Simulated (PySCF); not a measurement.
Lowest empty level (eV) of eight silicon and germanium compounds: PBE beside M06-2X, computed with PySCF for isolated molecules in the bases named; differences from unrounded values. The eight are the first of their class met in an unordered collection, after screening for sound electronic states; none was chosen by its value. Each molecule has one DFT geometry for both levels.

```
molecule                                                  basis  M06-2X    PBE  difference
----------------------------------------------------  ---------  ------  -----  ----------
Si(F)(OH)2(SeH) (FH3O2SeSi), SMILES O[Si](O)(F)[SeH]  def2-TZVP    0.67  -1.00       -1.67
C₂H₅ClOSi₂, SMILES C1(Cl)[Si@H](O)[SiH2]C=1           def2-TZVP   -0.27  -2.10       -1.83
C₅H₁₀Si, SMILES C=CC1C[SiH2]C1                        def2-TZVP    0.67  -1.07       -1.74
CH4ClFOSi, SMILES C[Si](O)(F)Cl                       def2-TZVP    1.21  -0.32       -1.53
SiHFBr₂, SMILES F[SiH](Br)Br                          def2-TZVP    0.22  -1.57       -1.79
C2H3ClF2Si, SMILES F/C=C(/F)[SiH2]Cl                  def2-TZVP   -0.17  -1.95       -1.78
H₄O₄Si, SMILES O[Si](O)(O)O                           def2-TZVP    0.91  -0.64       -1.54
C₃H₄ClFSi, SMILES FC[Si@@H](Cl)C#C                    def2-TZVP   -0.12  -1.93       -1.81
```

PBE lies below M06-2X in 8 and above it in 0 of the eight; the mean signed difference is -1.71 and the largest -1.83 eV.
